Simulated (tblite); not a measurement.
C7H13BO.
SMILES with atom numbers: `[BH3-:1][O+:2]1[CH2:3][C@@H:4]2[CH:5]=[CH:6][CH2:7][C@H:8]1[CH2:9]2` (hydrogens: H10, H11, H12 on B1; H13, H14 on C3; H15 on C4; H16 on C5; H17 on C6; H18, H19 on C7; H20 on C8; H21, H22 on C9)
Bond orders are those of one Lewis drawing.

Computed with GFN2-xTB (tblite), gas phase: L-BFGS steps from a force-field or distance-geometry start until the largest atomic force falls under 0.01 eV/Å.

Step 25: E = -732.2157 eV
```
atom  x, y, z in Å  |  force x, y, z in eV/Å
B1      2.4526    0.7263   -0.5013    0.131   0.052  -0.021
O2      0.9265    0.1756   -0.3205   -0.046   0.049   0.038
C3      0.7679   -1.2302   -0.1732    0.055   0.038  -0.014
C4     -0.6058   -1.3740    0.4825    0.045   0.026   0.002
C5     -1.6523   -1.0652   -0.5562   -0.055  -0.018   0.130
C6     -1.9076    0.1859   -0.9076    0.014  -0.035  -0.033
C7     -1.1691    1.3559   -0.3246   -0.015  -0.038  -0.032
C8     -0.0028    0.8569    0.5346   -0.046   0.020   0.025
C9     -0.5244   -0.2180    1.4835    0.007   0.008  -0.019
H10     2.6392    1.5547    0.3351   -0.083  -0.019  -0.008
H11     3.1638   -0.2193   -0.3682   -0.024   0.008  -0.017
H12     2.4518    1.1616   -1.6079    0.043   0.030   0.012
H13     0.8445   -1.6734   -1.1678   -0.055  -0.063  -0.022
H14     1.5658   -1.6368    0.4558    0.031  -0.031   0.062
H15    -0.7470   -2.3511    0.9458   -0.034   0.026  -0.057
H16    -2.1483   -1.9045   -1.0215   -0.035   0.063   0.031
H17    -2.6479    0.4114   -1.6609   -0.013   0.011   0.007
H18    -1.8391    1.9726    0.2837    0.000  -0.018  -0.047
H19    -0.7918    1.9833   -1.1359    0.036  -0.020   0.021
H20     0.5106    1.6883    1.0211    0.040  -0.026   0.017
H21    -1.4846    0.0523    1.9200    0.017  -0.058  -0.035
H22     0.1873   -0.4329    2.2826   -0.015  -0.005  -0.042
```

Step 26: E = -732.2185 eV
```
atom  x, y, z in Å  |  force x, y, z in eV/Å
B1      2.4524    0.7281   -0.5007    0.110   0.046  -0.026
O2      0.9270    0.1788   -0.3204   -0.079  -0.017   0.063
C3      0.7707   -1.2275   -0.1760    0.024   0.005  -0.002
C4     -0.6019   -1.3755    0.4828    0.005   0.031  -0.037
C5     -1.6528   -1.0643   -0.5519   -0.060  -0.029   0.119
C6     -1.9075    0.1864   -0.9052    0.005  -0.037  -0.018
C7     -1.1663    1.3568   -0.3256   -0.027  -0.059  -0.044
C8     -0.0048    0.8569    0.5386    0.016   0.001  -0.036
C9     -0.5262   -0.2203    1.4847    0.022   0.021  -0.038
H10     2.6327    1.5554    0.3362   -0.051  -0.002   0.016
H11     3.1620   -0.2190   -0.3690   -0.017   0.022  -0.012
H12     2.4519    1.1664   -1.6056    0.045   0.028  -0.002
H13     0.8460   -1.6725   -1.1709   -0.061  -0.033  -0.004
H14     1.5676   -1.6390    0.4518    0.036   0.000   0.056
H15    -0.7419   -2.3549    0.9425   -0.025   0.045  -0.056
H16    -2.1578   -1.9009   -1.0123   -0.020   0.047   0.028
H17    -2.6514    0.4109   -1.6563    0.003   0.011   0.025
H18    -1.8375    1.9804    0.2745    0.016  -0.017  -0.054
H19    -0.7806    1.9719   -1.1420    0.031   0.014   0.028
H20     0.5139    1.6850    1.0238    0.016  -0.004   0.037
H21    -1.4897    0.0480    1.9147    0.023  -0.061  -0.020
H22     0.1836   -0.4317    2.2855   -0.011  -0.014  -0.023
```

Step 27: E = -732.2208 eV
```
atom  x, y, z in Å  |  force x, y, z in eV/Å
B1      2.4553    0.7311   -0.5008    0.049   0.029  -0.021
O2      0.9267    0.1812   -0.3188   -0.052  -0.061   0.046
C3      0.7733   -1.2256   -0.1782   -0.010  -0.025   0.011
C4     -0.5986   -1.3764    0.4827   -0.026   0.025  -0.053
C5     -1.6548   -1.0641   -0.5461   -0.052  -0.021   0.071
C6     -1.9079    0.1858   -0.9033   -0.005  -0.022   0.003
C7     -1.1642    1.3564   -0.3276   -0.018  -0.052  -0.041
C8     -0.0067    0.8569    0.5417    0.061  -0.014  -0.072
C9     -0.5275   -0.2220    1.4851    0.028   0.021  -0.040
H10     2.6272    1.5563    0.3376   -0.017   0.019   0.037
H11     3.1608   -0.2182   -0.3702    0.002   0.026  -0.008
H12     2.4529    1.1713   -1.6040    0.047   0.029  -0.016
H13     0.8459   -1.6718   -1.1739   -0.057  -0.002   0.020
H14     1.5697   -1.6415    0.4492    0.022   0.031   0.035
H15    -0.7383   -2.3576    0.9388   -0.015   0.047  -0.043
H16    -2.1658   -1.8973   -1.0047   -0.018   0.017   0.030
H17    -2.6552    0.4109   -1.6513    0.012   0.003   0.034
H18    -1.8354    1.9874    0.2647    0.021  -0.018  -0.054
H19    -0.7705    1.9621   -1.1469    0.022   0.031   0.028
H20     0.5164    1.6823    1.0270   -0.012   0.011   0.044
H21    -1.4936    0.0431    1.9102    0.014  -0.056  -0.004
H22     0.1799   -0.4309    2.2879    0.000  -0.019  -0.006
```

Step 28: E = -732.2224 eV
```
atom  x, y, z in Å  |  force x, y, z in eV/Å
B1      2.4593    0.7345   -0.5013   -0.013   0.013  -0.007
O2      0.9264    0.1819   -0.3164    0.007  -0.063   0.004
C3      0.7748   -1.2251   -0.1793   -0.028  -0.036   0.019
C4     -0.5969   -1.3769    0.4822   -0.035   0.014  -0.039
C5     -1.6576   -1.0644   -0.5407   -0.036  -0.005   0.012
C6     -1.9087    0.1847   -0.9015   -0.009   0.000   0.016
C7     -1.1628    1.3552   -0.3301    0.009  -0.026  -0.026
C8     -0.0075    0.8568    0.5432    0.068  -0.020  -0.068
C9     -0.5281   -0.2231    1.4850    0.022   0.010  -0.028
H10     2.6240    1.5576    0.3392    0.007   0.029   0.042
H11     3.1608   -0.2167   -0.3715    0.020   0.026  -0.005
H12     2.4544    1.1755   -1.6035    0.046   0.030  -0.020
H13     0.8445   -1.6708   -1.1760   -0.047   0.013   0.034
H14     1.5715   -1.6437    0.4476    0.002   0.047   0.015
H15    -0.7365   -2.3588    0.9355   -0.009   0.033  -0.022
H16    -2.1713   -1.8950   -0.9995   -0.026  -0.014   0.033
H17    -2.6588    0.4111   -1.6462    0.009  -0.006   0.030
H18    -1.8331    1.9929    0.2557    0.018  -0.022  -0.045
H19    -0.7625    1.9553   -1.1505    0.013   0.031   0.019
H20     0.5173    1.6805    1.0303   -0.033   0.012   0.033
H21    -1.4962    0.0385    1.9071    0.005  -0.043   0.004
H22     0.1767   -0.4306    2.2898    0.012  -0.022  -0.003
```

Problem. Estimate the geometry and energy of step 29. (The exact step hangs on the optimiser's Hessian estimate; all steps are aligned on step 28, rigid shifts and turns removed.)

Solution. E = -732.2236 eV, largest force 0.073 eV/Å
```
atom  x, y, z in Å  |  force x, y, z in eV/Å
B1      2.4626    0.7376   -0.5018   -0.050   0.004   0.008
O2      0.9269    0.1811   -0.3140    0.055  -0.035  -0.032
C3      0.7751   -1.2256   -0.1796   -0.029  -0.027   0.018
C4     -0.5965   -1.3771    0.4813   -0.029   0.004  -0.011
C5     -1.6605   -1.0649   -0.5367   -0.020   0.006  -0.031
C6     -1.9098    0.1837   -0.8998   -0.009   0.016   0.018
C7     -1.1614    1.3538   -0.3326    0.037  -0.001  -0.011
C8     -0.0071    0.8563    0.5433    0.046  -0.018  -0.037
C9     -0.5284   -0.2237    1.4845    0.011  -0.004  -0.012
H10     2.6228    1.5594    0.3411    0.017   0.024   0.032
H11     3.1617   -0.2148   -0.3728    0.031   0.027  -0.003
H12     2.4563    1.1792   -1.6037    0.041   0.028  -0.013
H13     0.8423   -1.6694   -1.1773   -0.036   0.009   0.032
H14     1.5729   -1.6450    0.4464   -0.015   0.046   0.004
H15    -0.7356   -2.3590    0.9328   -0.010   0.012  -0.001
H16    -2.1754   -1.8939   -0.9956   -0.038  -0.034   0.036
H17    -2.6622    0.4112   -1.6412   -0.001  -0.009   0.018
H18    -1.8308    1.9971    0.2477    0.016  -0.025  -0.030
H19    -0.7563    1.9505   -1.1532    0.006   0.024   0.006
H20     0.5168    1.6796    1.0336   -0.042   0.004   0.013
H21    -1.4979    0.0343    1.9051    0.002  -0.026   0.005
H22     0.1742   -0.4309    2.2915    0.018  -0.022  -0.010
```

The energy changes by -0.0012 eV. The first-order estimate −F·Δx gives -0.0016 eV and the mean of the old and new forces, exact on a quadratic surface, -0.0012 eV. The step makes an angle of 68° with the force vector and moves no atom by more than 0.009 Å.

What follows is the cost of the whole relaxation. The run took 1.6 s of wall time on Arm Neoverse N1, one thread, shared host with 64 logical CPUs at a one-minute load of 59.
